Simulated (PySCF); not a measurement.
# Electronic structure of S (sulfur, neutral) at the PBE level

Configuration: [Ne] 3s2 3p4, high-spin 3P determinant. All numbers are calculated (PySCF 2.14, no relativity, point nucleus, in def2-TZVP (5s5p2d1f, 37 functions)).

| Item | Value |
| --- | --- |
| Total energy | -397.9383 hartree |
| One-electron energy | -549.4972 hartree |
| Hartree (Coulomb) energy | 177.0066 hartree |
| Exchange-correlation energy | -25.4478 hartree |
| Kinetic energy | 397.34518 hartree |
| ⟨S²⟩ | 2.0037 |
| ⟨L²⟩ | 2.019 |
| Sum of ⟨r⟩ | 15.42 bohr |
| Sum of ⟨r²⟩ | 28.89 bohr² |
| Traceless quadrupole moment −½Σ⟨3z² − r²⟩ along its main axis | -2.02 e·bohr² |
| Density at the nucleus (Gaussians lack the cusp) | 2570 bohr⁻³ |
| Spin density at the nucleus | 0.124 bohr⁻³ |
| Langevin diamagnetic susceptibility | -22.9 ×10⁻⁶ cm³/mol |
| Time after the integrals | 0.3 s of wall time on 1 thread of Neoverse-N1 (shared host) |

| shell | electrons | mean orbital energy (hartree) | spread (hartree) | rms radius, mean of both spins (bohr) |
| --- | --- | --- | --- | --- |
| 1s α | 1 | -88.10432 | 0 | 0.113 |
| 1s β | 1 | -88.09454 | 0 | 0.113 |
| 2s α | 1 | -7.72512 | 0 | 0.524 |
| 2s β | 1 | -7.71572 | 0 | 0.524 |
| 2p α | 3 | -5.74488 | 0.01968 | 0.495 |
| 2p β | 3 | -5.73183 | 0.00877 | 0.495 |
| 3s α | 1 | -0.65549 | 0 | 1.84 |
| 3s β | 1 | -0.57878 | 0 | 1.84 |
| 3p α | 3 | -0.28038 | 0.04839 | 2.24 |
| 3p β | 1 | -0.22313 | 0 | 2.24 |
